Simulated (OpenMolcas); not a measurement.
Au2+ among 6 point charges of -1.5 e arranged as an octahedron (Oh).

```json
{
 "Program": "OpenMolcas 26.06",
 "Method": "SS-CASPT2, IPEA 0.25 Eh, imaginary shift 0.1 Eh (closed shells correlated: 5s 5p)",
 "Basis": "ANO-RCC-VDZP [7s6p4d2f]",
 "Scalar Hamiltonian": "DKH2, point nucleus",
 "Active space": "9 electrons in 5 orbitals (5d)",
 "State averaging": "2S+1 = 2 even, 5 roots",
 "Spin-orbit coupling": "state interaction with AMFI integrals over the reference wave functions"
}
```

All point charges move together. At R = 1.95 Å |10Dq| is 10551 cm-1, and at R = 2.04 Å it is 8693 cm-1.

Question: A third run gives 13480 cm-1. What distance was it run at?

Answer: With a power law R^-n the two known points give n = -ln(8693 / 10551) / ln(2.04 / 1.95) = 4.29. Then R = 1.95 × (10551 / 13480)^(1/4.29) = 1.842 Å. The run was at 1.84 Å, so the estimate is off by +0.002 Å.

Roots that are degenerate in the reference are averaged as groups; the widest CASPT2 spread within a group is 49 cm-1 (the 2-fold group of multiplicity 2 near 0 cm-1 above the lowest state of its run, R = 1.95). Shifts and gaps below about the spread of the groups concerned are not significant. An orbital doublet at a regular site is open to a Jahn-Teller distortion, which this geometry leaves out. Free-ion shares, where given, are those of the reference states; single-state CASPT2 does not remix them. Point charges carry no covalency, so the field is a model and not that of real ligands. No measured value stands beside these numbers.
